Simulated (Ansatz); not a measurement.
`O[SiH2]O[Si](F)(Cl)Cl`. The species carries charge 0 and has multiplicity 1. The geometry is a stationary point of PBE0-D4/def2-TZVP. It is one conformer, not always the lowest.

```xyz
10

O    -1.306    1.061    1.467
Si   -1.397   -0.100    0.323
O    -0.037   -0.142   -0.604
Si    1.554   -0.272   -0.669
F     2.204    1.162   -0.557
Cl    2.266   -1.394    0.854
Cl    2.105   -1.064   -2.441
H    -1.360    1.981    1.202
H    -1.524   -1.377    1.051
H    -2.505    0.146   -0.626
```

(1) What is the dipole moment at B3LYP/def2-TZVPP? (Estimate.)

(2) And with PBE, r2SCAN, ωB97M-V? (An estimate is asked.)

(3) Give the Mulliken charges with B3LYP, PBE, ωB97M-V in def2-TZVPP. (Best estimate.)

Answers

(1) Computed: 1.80 D, with components (-1.62, 0.75, -0.20) D in this frame, pointing from negative to positive charge.

(2) Ansatz gave: PBE 1.76 D, r2SCAN 1.81 D, ωB97M-V 1.79 D.

(3) The calculation gave: 
```csv
atom,B3LYP,PBE,ωB97M-V
O1,-0.38,-0.34,-0.37
Si2,0.57,0.47,0.48
O3,-0.33,-0.25,-0.33
Si4,0.78,0.65,0.71
F5,-0.28,-0.24,-0.27
Cl6,-0.20,-0.18,-0.17
Cl7,-0.20,-0.17,-0.16
H8,0.19,0.19,0.18
H9,-0.07,-0.06,-0.02
H10,-0.08,-0.08,-0.04
```

B3LYP here is the variant with VWN-RPA as its local correlation; programs differ in this.
